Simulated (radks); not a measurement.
Results of a calculation; reference values are marked as such.
Q: Ne+, 9 electrons, occupied as [He] 2s2 2p5. Level of theory: non-relativistic Kohn-Sham, Slater X-alpha with alpha = 0.667, spin-unpolarised, spherical densities, point nucleus (a radial shooting solver on a logarithmic mesh with Libxc functionals). Some entries of the table are withheld. Estimate them.

| orbital | occ. | eigenvalue (eV) | <1/r> (bohr^-1) | r(max) (bohr) |
|---|---|---|---|---|
| 1s | 2 | (1) | 9.559 | 0.1033 |
| 2s | 2 | (2) | 1.679 | 0.6758 |
| 2p | 5 | -30.7797 | (3) | 0.6016 |

A: 
(1) 1s eigenvalue (eV): -845.0685
(2) 2s eigenvalue (eV): -53.4595
(3) 2p <1/r> (bohr^-1): 1.535
